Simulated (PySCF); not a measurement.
Working out the ionisation energy of As

As [Ar] 3d10 4s2 4p3 (4S) → As⁺ [Ar] 3d10 4s2 4p2 (3P). Calculation: PySCF 2.14, in aug-cc-pVQZ-DK; scalar relativity by spin-free X2C-1e. Frozen: [Ar] 3d10. Energies in hartree (1 hartree = 27.21139 eV):

| part | As (lower) | As⁺ (upper) |
| --- | --- | --- |
| UHF | -2259.019920 | -2258.674156 |
| CCSD correlation | -0.088834 | -0.071343 |
| (T) | -0.003341 | -0.001843 |

Task: What does Hartree-Fock give?

Result: (-2258.674156) − (-2259.019920) = 0.345764 hartree = 9.409 eV.

Task: What do CCSD and CCSD(T) give?

Result: The CCSD correlation energies differ by 0.017491 hartree = 0.476 eV and the triples by 0.001498 hartree = 0.041 eV, so CCSD gives 9.885 eV and CCSD(T) 9.926 eV.

Measured between the centres of the two terms (NIST): 10.008 eV, so CCSD(T) (valence) is off by -0.082 eV.

What remains against the reference includes basis incompleteness, the frozen core and higher excitations.
